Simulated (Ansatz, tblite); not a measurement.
Cost and result up the ladder for cyclo-(F2SiSe)3 (Si₃Se₃F₆) (12 atoms). Total charge 0; singlet. Geometry: PBE-D4/def2-SVP.

```xyz
12

Si    1.461   -0.996    0.832
F     2.724   -1.934    1.225
F     0.927   -0.251    2.170
Se   -0.125   -2.430    0.041
Si   -1.745   -0.850   -0.233
F    -3.064   -1.669   -0.702
F    -2.060   -0.117    1.179
Se   -1.394    0.702   -1.866
Si    0.357    1.732   -0.833
F     0.731    2.991   -1.785
F    -0.098    2.292    0.619
Se    2.285    0.530   -0.647
```

Ansatz on 2 threads of AMD EPYC 7R13 on a shared host and a share (18 GiB) of an NVIDIA H100 80GB HBM3; xTB runs through tblite on one thread. Times are rough, summed over both states, and most runs start from the orbitals of an earlier one. r2SCAN0-D4/def2-TZVP serves as the yardstick here, not as an exact answer. The other state is a doublet.

The xTB rows come from tblite. Single mean-field runs in def2-TZVP are fitted with def2-universal-jkfit.

Run but left out: PBE-D4/def2-TZVP (charge +1 doublet: an occupied level 0.18 eV above an empty one).

Raw xTB energies of ions are shifted by several eV.

```
                             level  functions  wall time  vertical IE (eV)  difference from r2SCAN0-D4/def2-TZVP (eV)
                          GFN2-xTB         78    0.054 s             13.53                                       3.56
                          GFN1-xTB         78    0.058 s             13.39                                       3.42
                 PBE0-D4/def2-TZVP        441       13 s              9.83                                      -0.14
r2SCAN0-D4/def2-TZVP (with forces)        441       14 s              9.98                                       0.00
```
